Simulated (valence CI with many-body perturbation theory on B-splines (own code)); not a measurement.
**Ir70+: electric-dipole lines**

Method: relativistic CI+MBPT: five valence electrons over a frozen Dirac-Fock core [He], a basis of 9 s, 9 p, 8 d, 6 f, 3 g, 1 h functions for each j, with the one-electron correlation potential Σ1, the two-electron term Σ2, the three-electron term Σ3, Breit, model QED; selected CI, second order for the rest (own B-spline code, finite nucleus).

The last digits are not significant, and no measured levels were compared; by estimate large intervals hold to a few tenths of a per cent, small ones and those within an open d or f shell to about a per cent. Among the levels kept, up to 1200 cm⁻¹ of a level comes from second order outside the variational space, and about a tenth of that is noise between levels of different J, which matters for small intervals.

Lines 51 to 100 of 262 in falling wavelength, among levels below 100300 × 10³ cm⁻¹, chosen from the strongest by gf and those to the six lowest levels. Wavelengths and rates use the calculated energies. Electric multipoles are in the length gauge, E1 and E2 with the static RPA response of the core. Weak lines are less certain than strong ones. Lines between different terms over intervals too small for the method are left out, as are lines whose strength nearly cancels. The highest levels of a list are the least certain.

Levels are named by their leading jj configuration (3d3/2^4 stands for four electrons in 3d with j = 3/2), which in mixed levels can hold well under half, so a name can repeat and another be missing. Letters in brackets count levels of one name in rising energy.

```tsv
λ vac (Å)	Upper	Lower	A (s⁻¹)	S (a.u.) with core polarisation	S without
20.57	(2s 2p1/2^2 2p3/2 3p3/2) J=5/2 [b]	(2s 2p1/2^2 2p3/2 3s) J=3/2 [b]	1.88e+12	4.84e-02	4.84e-02
20.57	(2s 2p1/2^2 2p3/2 3d3/2) J=5/2 [b]	(2s 2p1/2^2 2p3/2 3p1/2) J=3/2 [b]	1.43e+12	3.68e-02	3.68e-02
20.56	(2s 2p1/2^2 2p3/2 3d3/2) J=3/2 [a]	(2s 2p1/2^2 2p3/2 3p1/2) J=3/2 [a]	1.14e+12	1.96e-02	1.96e-02
20.54	(2s^2 2p1/2 2p3/2 3d3/2) J=5/2 [a]	(2s^2 2p1/2 2p3/2 3p1/2) J=3/2 [a]	1.14e+12	2.93e-02	2.93e-02
20.53	(2s^2 2p1/2^2 3d3/2) J=3/2	(2s^2 2p1/2^2 3p1/2) J=1/2	1.43e+12	2.43e-02	2.43e-02
20.51	(2s^2 2p1/2 2p3/2 3p3/2) J=1/2 [a]	(2s^2 2p1/2 2p3/2 3s) J=1/2	1.41e+12	1.20e-02	1.20e-02
20.47	(2s 2p1/2^2 2p3/2 3d3/2) J=7/2	(2s 2p1/2^2 2p3/2 3p1/2) J=5/2	1.39e+12	4.70e-02	4.70e-02
20.42	(2s^2 2p1/2 2p3/2 3p3/2) J=7/2	(2s^2 2p1/2 2p3/2 3s) J=5/2	2.12e+12	7.15e-02	7.15e-02
20.42	(2s^2 2p1/2 2p3/2 3d3/2) J=7/2	(2s^2 2p1/2 2p3/2 3p1/2) J=5/2	1.43e+12	4.80e-02	4.80e-02
20.38	(2s 2p1/2^2 2p3/2 3d3/2) J=1/2 [a]	(2s 2p1/2^2 2p3/2 3p1/2) J=3/2 [a]	1.51e+12	1.26e-02	1.26e-02
20.37	(2s^2 2p1/2 2p3/2 3d3/2) J=3/2 [a]	(2s^2 2p1/2 2p3/2 3p1/2) J=1/2	8.06e+11	1.34e-02	1.34e-02
20.34	(2s^2 2p1/2 2p3/2 3p3/2) J=3/2 [a]	(2s^2 2p1/2 2p3/2 3s) J=1/2	6.60e+11	1.10e-02	1.10e-02
20.30	(2s^2 2p1/2 2p3/2 3p3/2) J=5/2 [a]	(2s^2 2p1/2 2p3/2 3s) J=3/2 [a]	2.18e+12	5.39e-02	5.39e-02
20.24	(2s 2p1/2^2 2p3/2 3p3/2) J=5/2 [a]	(2s 2p1/2^2 2p3/2 3s) J=3/2 [a]	8.89e+11	2.18e-02	2.18e-02
20.20	(2s 2p1/2^2 2p3/2 3d3/2) J=1/2 [b]	(2s 2p1/2^2 2p3/2 3p1/2) J=1/2	1.28e+12	1.04e-02	1.04e-02
20.19	(2s 2p1/2^2 2p3/2 3p3/2) J=7/2	(2s 2p1/2^2 2p3/2 3s) J=5/2	2.05e+12	6.67e-02	6.67e-02
20.14	(2s^2 2p1/2 2p3/2 3d3/2) J=1/2 [a]	(2s^2 2p1/2 2p3/2 3p1/2) J=1/2	1.31e+12	1.06e-02	1.06e-02
20.09	(2s 2p1/2^2 2p3/2 3p3/2) J=1/2 [a]	(2s 2p1/2^2 2p3/2 3s) J=3/2 [a]	1.90e+12	1.52e-02	1.52e-02
19.99	(2s^2 2p1/2 2p3/2 3p3/2) J=3/2 [a]	(2s^2 2p1/2 2p3/2 3s) J=3/2 [a]	3.62e+11	5.71e-03	5.71e-03
19.95	(2s^2 2p1/2^2 3p3/2) J=3/2	(2s^2 2p1/2^2 3s) J=1/2	2.31e+12	3.61e-02	3.61e-02
19.94	(2s 2p1/2^2 2p3/2 3p3/2) J=3/2 [b]	(2s 2p1/2^2 2p3/2 3s) J=3/2 [b]	9.89e+11	1.55e-02	1.55e-02
19.93	(2s^2 2p1/2 2p3/2 3p3/2) J=3/2 [b]	(2s^2 2p1/2 2p3/2 3s) J=3/2 [b]	8.49e+11	1.33e-02	1.33e-02
19.89	(2s^2 2p1/2 2p3/2 3d3/2) J=5/2 [b]	(2s^2 2p1/2 2p3/2 3p1/2) J=5/2	5.55e+11	1.29e-02	1.29e-02
19.86	(2s 2p1/2^2 2p3/2 3p3/2) J=3/2 [a]	(2s 2p1/2^2 2p3/2 3s) J=5/2	4.70e+11	7.27e-03	7.27e-03
19.71	(2s^2 2p1/2 2p3/2 3d3/2) J=3/2 [b]	(2s^2 2p1/2 2p3/2 3p1/2) J=5/2	3.61e+11	5.45e-03	5.45e-03
19.70	(2s^2 2p1/2 2p3/2 3p3/2) J=3/2 [b]	(2s^2 2p1/2 2p3/2 3s) J=5/2	2.96e+11	4.47e-03	4.47e-03
19.67	(2s^2 2p1/2 2p3/2 3p3/2) J=5/2 [b]	(2s^2 2p1/2 2p3/2 3s) J=3/2 [b]	1.20e+12	2.69e-02	2.69e-02
19.63	(2s 2p1/2^2 2p3/2 3p3/2) J=3/2 [b]	(2s 2p1/2^2 2p3/2 3s) J=1/2	1.31e+12	1.96e-02	1.96e-02
19.47	(2s 2p1/2^2 2p3/2 3p3/2) J=1/2 [b]	(2s 2p1/2^2 2p3/2 3s) J=1/2	1.87e+12	1.36e-02	1.36e-02
19.44	(2s^2 2p1/2 2p3/2 3p3/2) J=5/2 [b]	(2s^2 2p1/2 2p3/2 3s) J=5/2	1.26e+12	2.74e-02	2.74e-02
19.43	(2s^2 2p1/2 2p3/2 3p3/2) J=3/2 [b]	(2s^2 2p1/2 2p3/2 3s) J=1/2	6.85e+11	9.92e-03	9.92e-03
19.30	(2s^2 2p1/2 2p3/2 3d3/2) J=3/2 [b]	(2s^2 2p1/2 2p3/2 3p1/2) J=3/2 [a]	2.21e+11	3.13e-03	3.13e-03
19.27	(2s 2p1/2^2 2p3/2 3p3/2) J=5/2 [a]	(2s 2p1/2^2 2p3/2 3s) J=5/2	1.32e+12	2.79e-02	2.79e-02
19.10	(2s^2 2p1/2 2p3/2 3p3/2) J=3/2 [b]	(2s^2 2p1/2 2p3/2 3s) J=3/2 [a]	7.56e+11	1.04e-02	1.04e-02
18.99	(2s^2 2p1/2 2p3/2 3d3/2) J=1/2 [b]	(2s^2 2p1/2 2p3/2 3p1/2) J=3/2 [a]	4.26e+11	2.88e-03	2.88e-03
18.92	(2s^2 2p1/2 2p3/2 3p3/2) J=1/2 [b]	(2s^2 2p1/2 2p3/2 3s) J=3/2 [b]	2.26e+12	1.51e-02	1.51e-02
18.47	(2s^2 2p1/2 2p3/2 3p3/2) J=1/2 [b]	(2s^2 2p1/2 2p3/2 3s) J=1/2	6.35e+11	3.95e-03	3.95e-03
18.14	(2s 2p1/2^2 2p3/2 3p3/2) J=5/2 [b]	(2s 2p1/2^2 2p3/2 3s) J=3/2 [a]	2.45e+11	4.34e-03	4.34e-03
17.52	(2s 2p1/2^2 2p3/2 3p3/2) J=1/2 [b]	(2s 2p1/2^2 2p3/2 3s) J=3/2 [a]	5.00e+11	2.66e-03	2.66e-03
9.731	(2s^2 2p3/2^3) J=3/2	(2s 2p1/2^2 2p3/2^2) J=1/2	1.18e+10	2.14e-05	2.15e-05
8.942	(2s^2 2p3/2^3) J=3/2	(2s 2p1/2^2 2p3/2^2) J=5/2	1.57e+10	2.22e-05	2.23e-05
6.226	(2s 2p1/2 2p3/2^3) J=3/2 [a]	(2s^2 2p1/2 2p3/2^2) J=1/2	1.14e+11	5.45e-05	5.46e-05
6.073	(2s 2p1/2^2 2p3/2^2) J=5/2	(2s^2 2p1/2^2 2p3/2) J=3/2	4.30e+12	2.85e-03	2.86e-03
6.054	(2s 2p1/2 2p3/2^3) J=3/2 [a]	(2s^2 2p1/2 2p3/2^2) J=5/2	4.53e+11	1.99e-04	1.99e-04
5.986	(2s 2p1/2 2p3/2^3) J=3/2 [a]	(2s^2 2p1/2 2p3/2^2) J=3/2	1.36e+13	5.78e-03	5.79e-03
5.932	(2s 2p1/2 2p3/2^3) J=5/2	(2s^2 2p1/2 2p3/2^2) J=5/2	1.34e+13	8.26e-03	8.28e-03
5.893	(2s 2p1/2 2p3/2^3) J=1/2	(2s^2 2p1/2 2p3/2^2) J=1/2	9.55e+12	1.93e-03	1.93e-03
5.881	(2s 2p1/2^2 2p3/2 3p3/2) J=5/2 [b]	(2s^2 2p1/2^2 3p3/2) J=3/2	1.78e+13	1.07e-02	1.07e-02
5.872	(2s 2p1/2 2p3/2^3) J=3/2 [b]	(2s^2 2p1/2 2p3/2^2) J=1/2	8.77e+12	3.50e-03	3.51e-03
5.872	(2p1/2 2p3/2^4) J=1/2	(2s 2p1/2 2p3/2^3) J=3/2 [b]	3.84e+13	7.68e-03	7.69e-03
```
